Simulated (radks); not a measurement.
Results of a calculation; reference values are marked as such.
Effect of the nuclear size on neutral cerium, [Xe] 4f1 5d1 6s2. Code: a radial shooting solver on a logarithmic mesh with Libxc functionals. Model: Dirac Kohn-Sham, relativistic LDA (MacDonald-Vosko exchange, VWN5 correlation), spin-unpolarised, spherical densities, finite nucleus; open shells fill j = l - 1/2 first; Fermi nuclear charge, rms radius 4.8771 fm. The rms radius is varied about that value; shifts are against it.

| rms radius (fm) | total energy shift (eV) | density at nucleus (e/bohr^3) | 1s1/2 shift (meV) | 2s1/2 shift (meV) | 5p1/2 shift (meV) | 6s1/2 shift (meV) | 5d3/2 shift (meV) | 6p1/2 (empty) shift (meV) |
|---|---|---|---|---|---|---|---|---|
| 3.9553 | -3.56 | 3.95e+05 | -1470 | -180 | 0.238 | -0.083 | 0.147 | 0.062 |
| 4.4138 | -1.87 | 3.861e+05 | -770 | -94.2 | 0.125 | -0.043 | 0.077 | 0.032 |
| 4.8771 | 0 | 3.782e+05 | 0.000 | 0.000 | 0.000 | 0.000 | 0.000 | 0.000 |
| 5.0771 | 0.851 | 3.751e+05 | 351 | 43.0 | -0.057 | 0.020 | -0.035 | -0.015 |
| 5.6965 | 3.66 | 3.662e+05 | 1510 | 185 | -0.244 | 0.085 | -0.151 | -0.063 |

Slopes of the eigenvalues against <r^2> in GHz/fm^2, as finite differences over the two radii next to the reference (eigenvalue slopes, not the field-shift constants of lines): 1s1/2 43100, 2s1/2 5270, 5p1/2 -6.97, 6s1/2 2.42, 5d3/2 -4.31, 6p1/2 (empty) -1.80.
